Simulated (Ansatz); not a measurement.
Harmonic frequencies (cm⁻¹) at PBE0-D4/def2-TZVP from Ansatz: 89, 141, 150, 155, 161, 166, 171, 264, 279, 328, 509, 517, 532, 651, 723, 723, 1173, 1420, 1421, 3018, 3105, 3108, 4004, 4007.

Each molecule was computed in one conformer, which needn't be the lowest.

(1) Which molecule is it?
A. `[CH3][Zr]([OH])([OH])[F]`
B. `C#[C][Zr]([OH])([OH])[OH]`
C. `[OH][Zr]([SH])([SH])[SH]`
D. `[CH3][Zr]([OH])([F])[F]`

Results:

(1) A.
